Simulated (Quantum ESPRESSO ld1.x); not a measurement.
The numbers below are computed, except where a source is named.
Q: All-electron atom: Tm7+ in [Kr] 4d10 4f11 5s2 5p3. Code: ld1.x of Quantum ESPRESSO 7.5. Model: scalar-relativistic Kohn-Sham, LDA (Slater exchange, VWN5 correlation), spin-polarised, spherical densities, point nucleus; open shells are filled with parallel spins first. Some entries of the table are withheld. Estimate them.

| orbital | occ. | eigenvalue (eV) | <r^2> (bohr^2) | <r> (bohr) |
|---|---|---|---|---|
| 1s up | 1 | -59352.2 | 0.0005490 | 0.02002 |
| 1s down | 1 | -59351.9 | 0.0005490 | 0.02002 |
| 2s up | 1 | -10108.3 | 0.008524 | 0.08493 |
| 2s down | 1 | -10108.1 | 0.008524 | 0.08492 |
| 2p up | 3 | -8941.57 | 0.006949 | 0.07544 |
| 2p down | 3 | -8941.26 | 0.006949 | 0.07543 |
| 3s up | 1 | -2359.38 | 0.05592 | 0.2212 |
| 3s down | 1 | -2357.64 | 0.05588 | 0.2211 |
| 3p up | 3 | -2006.11 | 0.05635 | 0.2205 |
| 3p down | 3 | -2004.36 | 0.05630 | 0.2204 |
| 3d up | 5 | -1569.01 | 0.04693 | 0.2000 |
| 3d down | 5 | -1567.60 | 0.04687 | 0.1999 |
| 4s up | 1 | -555.060 | 0.2791 | 0.4972 |
| 4s down | 1 | -551.690 | 0.2790 | 0.4971 |
| 4p up | 3 | -438.624 | 0.3162 | 0.5271 |
| 4p down | 3 | -435.269 | 0.3159 | 0.5270 |
| 4d up | 5 | -283.906 | 0.3734 | 0.5675 |
| 4d down | 5 | -280.494 | 0.3725 | 0.5669 |
| 5s up | 1 | -154.742 | 1.447 | 1.139 |
| 5s down | 1 | -150.216 | 1.455 | 1.141 |
| 5p up | 3 | -123.498 | 1.816 | (1) |
| 5p down | 0 | -119.104 | 1.842 | (2) |
| 4f up | 7 | -113.060 | 0.5830 | 0.6859 |
| 4f down | 4 | -109.321 | 0.5789 | 0.6834 |
| 5d up | 0 | -83.3126 | 2.735 | 1.560 |
| 5d down | 0 | -79.6098 | 2.850 | 1.591 |
| 6s up | 0 | -67.7919 | 5.598 | 2.245 |
| 6s down | 0 | -66.1038 | 5.803 | 2.287 |

A: 
(1) 5p up <r> (bohr): 1.274
(2) 5p down <r> (bohr): 1.283
